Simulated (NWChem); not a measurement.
Everything below was run with NWChem. System: CH3AlF2, charge 1, spin multiplicity 2, at the geometry of a parent with another charge or spin, in a state set for the comparison that need not be this species' ground state. Its SCF solution wasn't tested for a lower state. Level: UMP2/def2-TZVP, 8 core orbitals frozen.

The NWChem input:

```
start mol
memory heap 200 mb stack 900 mb global 1100 mb
charge 1
geometry units angstroms nocenter noautoz noautosym
  Al     0.048744     0.042329     0.000922
  C     -1.477682    -1.132435    -0.054661
  H     -1.268975    -2.007435    -0.691497
  H     -2.373059    -0.627940    -0.446915
  H     -1.709680    -1.517940     0.951227
  F     -0.005476     1.608655    -0.543296
  F      1.514823    -0.453360     0.599203
end
basis spherical
  * library def2-tzvp
end
scf
  uhf
  nopen 1
  maxiter 100
  thresh 1e-7
  semidirect memsize 60000000 filesize 0
  # guess.movecs holds the orbitals of an unrestricted PBE0 run
  vectors input guess.movecs output mol.movecs
end
mp2
  freeze core 8
end
task mp2 energy
```

Part of the output:

```
             Northwest Computational Chemistry Package (NWChem) 7.3.0
             --------------------------------------------------------

                                NWChem Input Module
                                -------------------

 Scaling coordinates for geometry "geometry" by  1.889725989
 (inverse scale =  0.529177249)

                             Geometry "geometry" -> ""
                             -------------------------

 Output coordinates in angstroms (scale by  1.889725989 to convert to a.u.)

  No.       Tag          Charge          X              Y              Z
 ---- ---------------- ---------- -------------- -------------- --------------
    1 Al                  13.0000     0.04874400     0.04232900     0.00092200
    2 C                    6.0000    -1.47768200    -1.13243500    -0.05466100
    3 H                    1.0000    -1.26897500    -2.00743500    -0.69149700
    4 H                    1.0000    -2.37305900    -0.62794000    -0.44691500
    5 H                    1.0000    -1.70968000    -1.51794000     0.95122700
    6 F                    9.0000    -0.00547600     1.60865500    -0.54329600
    7 F                    9.0000     1.51482300    -0.45336000     0.59920300

 Effective nuclear repulsion energy (a.u.)     155.0780528830

            Nuclear Dipole moment (a.u.)
            ----------------------------
        X                 Y               Z
 ---------------- ---------------- ----------------
    -0.0000207870     0.0000132281    -0.0000037795


 Summary of "ao basis" -> "" (spherical)
 ------------------------------------------------------------------------------
       Tag                 Description            Shells   Functions and Types
 ---------------- ------------------------------  ------  ---------------------
 *                         def2-tzvp                  on all atoms

 Summary of "ao basis" -> "ao basis" (spherical)
 ------------------------------------------------------------------------------
       Tag                 Description            Shells   Functions and Types
 ---------------- ------------------------------  ------  ---------------------
[...]
  AO/Fock/Back tols     =   1.0D-09  1.0D-09  1.0D-09

 GA uses MA = F    GA memory limited = T

 Available:
  local mem=  1.26D+08
 global mem=  1.44D+08
 local disk=  0.00D+00
  mp2_memr nvloc                   128
  nvloc new                   128
   1 passes of  12:        5242880                     121453                  53775991.
   1 passes of  12: M    126148585           G      144135392           F     120905705.

 Semi-direct pass number   1 of   1  for UHF alpha       at       18.1s
  vrange nnbf                 10290
  mp2_eaftype                   205  avail_ma_in_mb                  1099
 EAF : mp2_eaftype filesize         205   26887996.
  mp2_eaf for mointskh                    205
Node 0 wrote    126.4 Mb in      0.2 s     Agg I/O rate:   759.7 Mb/s
 Done moints_semi at       24.2s
  mp2_eaftype                   205  avail_ma_in_mb                   894
 EAF : mp2_eaftype filesize         205   26887996.
  mp2_eaf for kh                   205
 Done maket at       24.6s
 Done multipass loop at       24.6s

 GA uses MA = F    GA memory limited = T

 Available:
  local mem=  1.26D+08
 global mem=  1.44D+08
 local disk=  0.00D+00
  mp2_memr nvloc                   129
  nvloc new                   129
   1 passes of  11:        5242880                     115605                  49682629.
   1 passes of  11: M    126148585           G      144135392           F     120905705.

 Semi-direct pass number   1 of   1  for UHF beta        at       24.6s
  vrange nnbf                 10290
  mp2_eaftype                   189  avail_ma_in_mb                  1099
 EAF : mp2_eaftype filesize         189   24841315.
  mp2_eaf for mointskh                    189
Node 0 wrote    116.8 Mb in      0.2 s     Agg I/O rate:   745.7 Mb/s
 Done moints_semi at       30.6s
  mp2_eaftype                   189  avail_ma_in_mb                   910
 EAF : mp2_eaftype filesize         189   24841315.
  mp2_eaf for kh                   189
 Done maket at       30.9s
 Done multipass loop at       30.9s

          -------------------------------------------
          SCF energy                -480.290162633383
          Correlation energy          -0.713572113403
          Singlet pairs                0.000000000000
          Triplet pairs                0.000000000000
          Total MP2 energy          -481.003734746785
          -------------------------------------------

          ---------------------------------------------------
                    Spin Component Scaled (SCS) MP2
          Same spin pairs                     -0.178135954722
          Same spin scaling factor             0.333333333333
          Opposite spin pairs                 -0.535436158681
          Opposite spin scaling fact.          1.200000000000
          SCS-MP2 correlation energy          -0.701902041991
          Total SCS-MP2 energy              -480.992064675373
          ---------------------------------------------------

 -----------------------
 Performance information
 -----------------------

 Timer overhead =  9.66D-08 seconds/call

               Nr. of calls         CPU time (s)                 Wall time (s)                GFlops
             ---------------    -------------------     ------------------------------   -------------------
Name         Min   Avg   Max    Min     Avg     Max     Min     Avg     Max   Mx/calls   Min     Max     Sum
mp2: moin     2     2     2    12.     12.     12.      12.     12.     12.     6.1      0.0     0.0     0.0
mp2: make     2     2     2   0.68    0.68    0.68     0.68    0.68    0.68    0.34      0.0     0.0     0.0
mp2: tota     1     1     1    13.     13.     13.      13.     13.     13.     13.      0.0     0.0     0.0

 The average no. of pstat calls per process was 5.00D+00
 with a timing overhead of 4.83D-07s

 Task  times  cpu:       30.9s     wall:       30.9s

 Total times  cpu:       30.9s     wall:       30.9s
```
